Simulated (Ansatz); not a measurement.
Geometry optimisation, RKS PBE0-D4/def2-SVPD (Ansatz 0.2.0).

Input file:

```yaml
crystal:
  periodic: [false, false, false]
  atoms:
    - { symbol: C, position_ang: [-0.8372, -0.06, -0.8305] }
    - { symbol: B, position_ang: [0.3483, -0.5374, 0.0033] }
    - { symbol: O, position_ang: [0.7367, -1.9297, -0.0965] }
    - { symbol: Sb, position_ang: [1.541, 0.8908, 1.3229] }
    - { symbol: H, position_ang: [-1.3103, -0.8552, -1.4563] }
    - { symbol: H, position_ang: [-1.6619, 0.3961, -0.1567] }
    - { symbol: H, position_ang: [-0.5252, 0.7951, -1.5214] }
    - { symbol: H, position_ang: [0.298, -2.3721, 0.6256] }
    - { symbol: H, position_ang: [1.6612, -0.41884, 2.6099] }
    - { symbol: H, position_ang: [3.0226, 0.37679, 0.58402] }
basis:
  gaussian: { orbitals: def2-SVPD }
hamiltonian:
  xc: pbe0
  dispersion: d4
relax:
  f_tol: 0.015
  max_steps: 40
```

Command:

```bash
$ ansatz run input.yaml --threads 2 --pin off --max-ram 3072MiB --backend cpu --events-out ev --progress --plain --runs-dir out
```

Problem. Where does it end, and by what steps?

Solution. It converged. The force dipped under the threshold on the way, but the program's further checks kept it going. After 20 steps the energy has fallen by 1.019 eV; H10 moved furthest, 0.85 Å.

```tsv
step	energy less start (eV)	largest force component (eV/Å)	accepted
0	0.0000	2.436	yes
1	-0.1091	2.055	yes
2	-0.4493	2.746	yes
3	-0.7492	1.789	yes
4	-0.9266	1.133	yes
5	-0.9942	0.415	yes
6	-0.9762	0.399	no
7	-1.0086	0.109	yes
8	-1.0086	0.190	yes
9	-1.0159	0.061	yes
10	-1.0175	0.044	yes
11	-1.0178	0.057	yes
12	-1.0179	0.044	yes
13	-1.0181	0.032	yes
14	-1.0155	0.246	no
15	-1.0183	0.014	yes
16	-1.0185	0.030	yes
17	-1.0185	0.028	yes
18	-1.0186	0.013	yes
19	-1.0186	0.024	no
20	-1.0186	0.008	yes
```

```xyz
10
Properties=species:S:1:pos:R:3
C -0.750 -0.004 -0.940
B 0.121 -0.681 0.170
O 0.101 -2.029 0.286
Sb 1.325 0.592 1.644
H -1.215 -0.743 -1.609
H -1.549 0.598 -0.476
H -0.157 0.701 -1.544
H 0.669 -2.385 0.973
H 2.268 -0.753 2.156
H 2.461 0.989 0.424
```

Whether the end is a true minimum wasn't checked by a vibrational analysis.

Run time: 56 s on 2 threads of AMD EPYC 9R45 96-Core Processor (Zen 5), on a shared host, peak memory 0.42 GiB.
